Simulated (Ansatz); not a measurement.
Two isomers of C2H4AlF: A = `F/C=[CH]/[AlH2]`, B = `C=[CH][AlH][F]`.

Computed with Ansatz on PBE0-D4/def2-TZVP structures; ΔE is electronic, products minus reactants. CBS: MP2 limit from def2 TZ/QZ plus the TZ coupled-cluster correction, frozen cores. Functionals use def2-TZVPP. B3LYP here is the variant with VWN-RPA as its local correlation; programs differ in this. One conformer a species, not always the lowest.

(1) Which is lower in electronic energy at CCSD(T)/CBS, and by how much? (Best estimate.)

(2) Give E(B) − E(A) in kJ/mol with HF/def2-TZVPP, CCSD(T)/def2-TZVPP, r2SCAN-D4, MP2/def2-TZVPP, PBE-D4, BLYP-D4, B3LYP. (Best estimate.)

(3) Does the order hold for the free energy at 298.15 K (harmonic terms from PBE0-D4)? (Estimate.)

Largest T1 diagnostic: 0.012.

## Answers

(1) Ansatz gave: B, by 253.8 kJ/mol.

(2) The calculation gave: HF/def2-TZVPP -246.9, CCSD(T)/def2-TZVPP -248.5, r2SCAN-D4 -237.4, MP2/def2-TZVPP -257.5, PBE-D4 -226.4, BLYP-D4 -236.1, B3LYP -241.0. None reverses the order clearly.

(3) Computed: Yes: G(B) − G(A) = -246.2 kJ/mol, for one conformer each.

Leaving LDA and LC-ωPBE aside and taking each functional with its dispersion term where it has one, the values, not all of them listed here, spread over 22.1 kJ/mol, from B2PLYP to revPBE-D4. LDA lies +8.1 kJ/mol from PBE without D4. From PBE to PBE0 (25 % exact exchange), in def2-TZVPP and without D4, E(B) − E(A) moves by −6.5 kJ/mol.
